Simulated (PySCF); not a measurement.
These are PySCF with B3LYP-D3(BJ)/def2-TZVP values and carry that method's errors. Gas-phase values, no solvent. B3LYP has the VWN-RPA correlation part, as in Gaussian. Excitations are Tamm–Dancoff values on a coarser integration grid. The basis has no diffuse functions, so Rydberg states are missing or too high.

Reference species (SMILES): `C#CCC#N` (neutral, multiplicity 1).

The HOMO–LUMO gap comes out as 8.14 eV, the T1 excitation (TDA) is 5.49 eV and the S1–T1 gap (TDA) is 1.11 eV.

Changed species: `C(=C=N)C#C`.

Problem. Predict the effect on the HOMO–LUMO gap, T1 excitation (TDA) and S1–T1 gap (TDA).

Solution. the HOMO–LUMO gap falls by 2.61 eV, to 5.53 eV; the T1 excitation (TDA) falls by 1.75 eV, to 3.74 eV; the S1–T1 gap (TDA) decreases by 0.67 eV, to 0.44 eV.
